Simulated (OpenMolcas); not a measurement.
Ag⁺: effect of the basis set

- Program: OpenMolcas 26.06
- Method: SS-CASPT2, IPEA 0.25 Eh, imaginary shift 0.1 Eh (closed shells correlated: 4s 4p)
- Active space: 10 electrons in 6 orbitals (4d 5s)
- State averaging: 2S+1 = 1 even, 6 roots; 2S+1 = 3 even, 5 roots kept (CI in the orbitals of an earlier block)
- Spin-orbit coupling: RASSI with atomic mean-field integrals over the reference wave functions, term energies averaged over their components

A. ANO-R1 [6s4p3d1f], X2C, finite nucleus; CASPT2 step about 1 core-seconds
B. ANO-RCC-VDZP [6s5p3d1f], DKH2, point nucleus; CASPT2 step roughly 1.6 core-seconds
C. ANO-R2 [7s5p4d2f1g], X2C, finite nucleus; CASPT2 step about 2.5 core-seconds
D. ANO-RCC-VTZP [7s6p4d2f1g], DKH2, point nucleus; CASPT2 step of the order of 2.5 core-seconds
E. ANO-R3 [8s6p5d3f2g1h], X2C, finite nucleus; CASPT2 step roughly 6 core-seconds
F. ANO-RCC-VQZP [8s7p5d3f2g1h], DKH2, point nucleus; CASPT2 step of the order of 6 core-seconds

Energies in cm-1 above 4d10 1S0, the measured ground level; measured values from NIST Handbook of Basic Atomic Spectroscopic Data.

```csv
Level,A,B,C,D,E,F,Measured
4d10 1S0,0.0,0.0,0.0,0.0,0.0,0.0,0.0
4d9 5s 3D3,39550,40010,37910,37260,38580,37590,39168
4d9 5s 3D2,41130,41580,39370,38680,39990,39010,40745
4d9 5s 3D1,43950,44440,42230,41570,42940,41950,43743
4d9 5s 1D2,46540,46980,44440,43640,44970,44000,46049
```

Deviations, from unrounded energies. A percentage is the sum of absolute deviations over the sum of measured energies, with the sign that they share, or ± where signs differ.

| Against measurement | Levels | A | B | C | D | E | F |
| --- | --- | --- | --- | --- | --- | --- | --- |
| mean absolute deviation (cm-1) | 4 | 370 | 820 | 1400 | 2100 | 800 | 1800 |
| other configurations (%) | 4 | +0.9 | +1.9 | -3.4 | -5.0 | -1.9 | -4.2 |

A lies closest to measurement on these levels and D furthest from it. The largest miss of A in the table is 4d9 5s 1D2, by +490 cm-1. The ranking rests on the paired levels alone, and a cruder setting can come out closer through cancelling errors.

Among A to F the level of the table that moves most is 4d9 5s 1D2, by 3300 cm-1 (lowest in D, highest in B). Moves below CASPT2's spread within the term are not significant.

Term energies are means over components that CASPT2 splits; among the terms shown or strongly mixed into the levels shown the widest spread is 12 cm-1 (4d9 5s 3D, C). Terms from blocks run as CI alone lack orbitals of their own. A single d shell beside an s shell can misplace configurations of different d count against each other. Measured partners are found by configuration, term and J. A level has none where our copy of the source lacks it or the pairing is in doubt (some pairs that miss far off the trend of their configuration count as doubtful), and it then counts in no deviation. Only configurations of the active space appear.
